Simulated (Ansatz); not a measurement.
Geometry optimisation, RKS r2SCAN-D4/def2-SVP in Ansatz 0.2.0.

input.yaml

```yaml
crystal:
  periodic: [false, false, false]
  atoms:
    - { symbol: Al, position_ang: [0.0, 0.0, 0.0] }
    - { symbol: F, position_ang: [0.0, 0.0, 1.69] }
    - { symbol: F, position_ang: [1.4635, 0.0, -0.845] }
    - { symbol: F, position_ang: [-1.4635, 0.0, -0.845] }
basis:
  gaussian: { orbitals: def2-SVP }
hamiltonian:
  xc: r2scan
  dispersion: d4
relax:
  f_tol: 0.02
  max_steps: 40
```

Launched with:

```bash
$ ansatz run input.yaml --threads 1 --pin off --max-ram 2048MiB --backend cpu --events-out ev --progress --plain --runs-dir out
```

**Question.** Where does it end, and by what steps?

**Answer.** The run converged. After 3 steps the energy has fallen by 0.099 eV; F2 moved furthest, 0.05 Å.

| step | energy less start (eV) | largest force component (eV/Å) | accepted |
| --- | --- | --- | --- |
| 0 | 0.0000 | 1.390 | yes |
| 1 | -0.0704 | 0.774 | yes |
| 2 | -0.0985 | 0.075 | yes |
| 3 | -0.0988 | 0.002 | yes |

```xyz
4
Properties=species:S:1:pos:R:3
Al 0.000 0.000 0.000
F 0.000 0.000 1.644
F 1.424 0.000 -0.822
F -1.424 0.000 -0.822
```

Time of the run: 12 s on 1 thread of Arm Neoverse V1, on a shared host, peak memory 0.11 GiB.
